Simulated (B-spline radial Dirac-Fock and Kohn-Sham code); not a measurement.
**Relativistic shifts of the levels of Hf⁷⁺**

System: the Hf⁷⁺ ion, configuration [Kr] 4d10 4f13 5s2 5p4.

Both columns are ΔSCF binding energies of the configuration average from a radial B-spline solver: non-relativistic Hartree-Fock with a point nucleus, and Dirac-Fock with a finite nucleus and the Coulomb interaction alone, averaged over the two j levels with weights 2j+1.

```csv
shell,Hartree-Fock (eV),Dirac-Fock (eV),shift (eV),shift (%)
1s,60765.0,65779.8,+5014.81,+8.25
2s,10114.2,11437.7,+1323.52,+13.09
2p,9665.6,10103.1,+437.49,+4.53
3s,2409.1,2733.8,+324.74,+13.48
3p,2202.5,2323.6,+121.11,+5.50
3d,1821.7,1806.4,-15.35,-0.84
4s,583.4,662.7,+79.30,+13.59
4d,340.5,337.0,-3.52,-1.03
4f,138.7,131.0,-7.70,-5.56
5s,159.2,173.5,+14.29,+8.97
5p,132.2,136.3,+4.06,+3.07
```

Relativity binds 1s, 2s, 2p, 3s, 3p, 4s, 5s, 5p more strongly, among those listed most of all 4s in relative terms, and 3d, 4d, 4f more weakly, because the contracted s and p shells screen the nucleus better.

Values without a named source are computed, but for edge energies of neutral atoms, which are taken from tables.
